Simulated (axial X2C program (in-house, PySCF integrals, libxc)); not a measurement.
# Potential curves of CSe⁻, 2c

Computed with an in-house all-electron X2C program for linear molecules (integrals from PySCF). Two-component (2c) means X2C with spin–orbit coupling and atomic mean-field two-electron Coulomb and Gaunt terms. Basis: Se dyall-acv3z [9s10p7d5f1g], C dyall-av3z [8s7p3d2f] (cores contracted in-house); Gaussian nuclei, density fitting, unrestricted open shells. Masses: Se 79.917 u, C 12.000 u.

State: Ω = 1/2 (⟨Sz⟩ = -0.50, ⟨Lz⟩ = 1.00 at M06). Energies in eV from the fragments at the same level (Se- + C). Fits are polynomials in 1 − R0/R over 0.85 to 1.23 times the lowest point R0.

| R (Å) | M06 | PBE0 |
| --- | --- | --- |
| 1.5442 | -3.4096 | -3.5659 |
| 1.6153 | -3.9883 | -4.1559 |
| 1.6685 | -4.2342 | -4.4069 |
| 1.7217 | -4.3595 | -4.5355 |
| 1.7750 | -4.3920 | -4.5698 |
| 1.8371 | -4.3411 | -4.5197 |
| 1.8993 | -4.2203 | -4.3984 |
| 1.9791 | -3.9949 | -4.1713 |
| 2.0767 | -3.6543 | -3.8279 |
| 2.2188 | -3.1086 | -3.2780 |

The state is one determinant whose occupation by symmetry is held fixed; it was picked as the lowest of a PBE0 search that is not exhaustive. Dissociation energies refer to the lowest single-determinant-based atoms at the same level and basis. Density functionals use the spin component along the axis (collinear). A 2c atom that is not at its ground J level misses part of its spin–orbit lowering, and De is too large by that part (0.04 eV or less for light atoms). This holds for M06, PBE0. The functionals have no current-density term, which raises determinants with orbital currents, atoms included. The highest occupied level of some functionals is positive through self-interaction error; at Hartree–Fock it is bound.

Problem. What are Re, ωe and De at the M06 level?

Solution. At M06, 2c: Re = 1.770 Å, ωe ≈ 816 cm⁻¹, De = 4.39 eV to Se- + C; Be follows as 0.516 cm⁻¹.

Problem. What are Re, ωe and De at the PBE0 level?

Solution. At PBE0, 2c: Re = 1.771 Å, ωe ≈ 820 cm⁻¹, De = 4.57 eV to Se- + C; Be follows as 0.515 cm⁻¹.
